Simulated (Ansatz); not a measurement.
The cluster CrO2. The state is a singlet with charge 0. Geometry PBE-D4/def2-TZVP.

```xyz
3

Cr    0.3555    0.2725   -0.3599
O    -1.0511   -0.3065   -0.8114
O     0.6956    0.0339    1.1714
```

LC-ωPBE has ω = 0.4 bohr⁻¹. HSE06 is defined as in plane-wave codes, on full-range PBE exchange. The restricted singlet is unstable towards broken spin symmetry at other levels; at PBE-D4/def2-SVP, revPBE-D4/def2-TZVP, r2SCAN-D4/def2-TZVPD, HSE06-D4/def2-TZVP and others this wasn't settled. At PBE0-D4/def2-TZVP a triplet of charge 0 lies 1.25 eV below the restricted singlet, each at its own geometry. The structure comes from a short search, and lower isomers may exist.

Q: Estimate the orbital energies around the gap (eV) in Ansatz with PBE-D4/def2-SVP, revPBE-D4/def2-TZVP, r2SCAN-D4/def2-TZVPD, HSE06-D4/def2-TZVP, LC-ωPBE/def2-TZVP.

A: 
| orbital | PBE-D4/def2-SVP | revPBE-D4/def2-TZVP | r2SCAN-D4/def2-TZVPD | HSE06-D4/def2-TZVP | LC-ωPBE/def2-TZVP |
| --- | --- | --- | --- | --- | --- |
| HOMO−5 | -9.36 | -9.56 | -9.93 | -10.67 | -14.01 |
| HOMO−4 | -8.72 | -8.92 | -9.19 | -9.84 | -13.22 |
| HOMO−3 | -8.17 | -8.41 | -8.75 | -9.58 | -12.74 |
| HOMO−2 | -8.15 | -8.36 | -8.59 | -9.12 | -12.38 |
| HOMO−1 | -6.99 | -7.24 | -7.53 | -8.11 | -11.16 |
| HOMO | -4.39 | -4.66 | -5.08 | -6.23 | -9.44 |
| LUMO | -4.38 | -4.54 | -4.32 | -3.91 | -1.25 |
| LUMO+1 | -4.18 | -4.36 | -4.27 | -3.35 | -0.42 |
| LUMO+2 | -3.09 | -3.28 | -3.22 | -2.39 | 0.48 |
| LUMO+3 | -1.87 | -2.12 | -2.05 | -1.48 | 1.23 |
| LUMO+4 | -0.90 | -1.14 | -0.95 | -0.54 | 1.67 |
| LUMO+5 | 1.72 | 1.41 | 0.28 | 1.90 | 3.69 |
